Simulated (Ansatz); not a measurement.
System: C2H5BO2, charge 0, multiplicity 1. 
Geometry from a B3LYP-D3(BJ)/def2-TZVP (Ansatz, an electronic-structure program) optimisation:
```
C
C 1 1.3320
H 2 1.0840 1 122.68
H 1 1.0868 2 117.79 3 0.00
H 2 1.0871 3 114.96 1 180.00
B 1 1.5615 4 117.18 2 -180.00
O 6 1.3651 1 117.81 4 0.00
H 7 0.9641 6 112.53 1 180.00
O 6 1.3720 7 117.76 8 0.00
H 9 0.9609 6 114.41 7 180.00
```

Quantity: vertical ionisation energy (to the doublet state of charge +1; each state is the SCF solution reached for its spin), in eV. Valence correlation only, unless marked. UHF or UKS for open shells. Spin-orbit coupling is left out. Non-relativistic. CBS(X,Y): correlation extrapolated as X^-3; Hartree-Fock from the larger set. The bracket is a focal-point correction in the basis named.

RI-MP2/CBS(aug-cc-pVTZ,aug-cc-pVQZ)+[CCSD(T)-MP2]/aug-cc-pVTZ (Ansatz) gives 10.75 eV.

Another calculation gave 10.28 eV. Which level was it?
A) r2SCAN/def2-TZVPD (Ansatz)
B) SVWN5/def2-TZVPD (Ansatz)
C) B3LYP/def2-TZVPD (Ansatz)

A, r2SCAN/def2-TZVPD (Ansatz). The others give 10.42 (B3LYP), 10.61 (SVWN5) eV.
